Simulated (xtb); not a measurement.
Harmonic IR lines of one isomer of C3H6O, unscaled. Calculation: GFN2-xTB run with xtb.

```json
[
 {"wavenumber (cm⁻¹)": "282", "relative intensity": "100"},
 {"wavenumber (cm⁻¹)": "307", "relative intensity": "9.8"},
 {"wavenumber (cm⁻¹)": "896", "relative intensity": "6.6"},
 {"wavenumber (cm⁻¹)": "1019", "relative intensity": "12"},
 {"wavenumber (cm⁻¹)": "1084", "relative intensity": "46"},
 {"wavenumber (cm⁻¹)": "1103", "relative intensity": "27"},
 {"wavenumber (cm⁻¹)": "1209", "relative intensity": "25"},
 {"wavenumber (cm⁻¹)": "1229", "relative intensity": "21"},
 {"wavenumber (cm⁻¹)": "1267", "relative intensity": "7.6"},
 {"wavenumber (cm⁻¹)": "1357", "relative intensity": "9.1"},
 {"wavenumber (cm⁻¹)": "1722", "relative intensity": "3.6"},
 {"wavenumber (cm⁻¹)": "2820", "relative intensity": "47"},
 {"wavenumber (cm⁻¹)": "2884", "relative intensity": "38"},
 {"wavenumber (cm⁻¹)": "3085", "relative intensity": "7.1"},
 {"wavenumber (cm⁻¹)": "3100", "relative intensity": "19"},
 {"wavenumber (cm⁻¹)": "3131", "relative intensity": "29"},
 {"wavenumber (cm⁻¹)": "3568", "relative intensity": "4.7"}
]
```

Question: Say which structure gives these lines.
A) `C1COC1`
B) `C=COC`
C) `C=CCO`
D) `C/C=C\O`

Answer: C, `C=CCO`
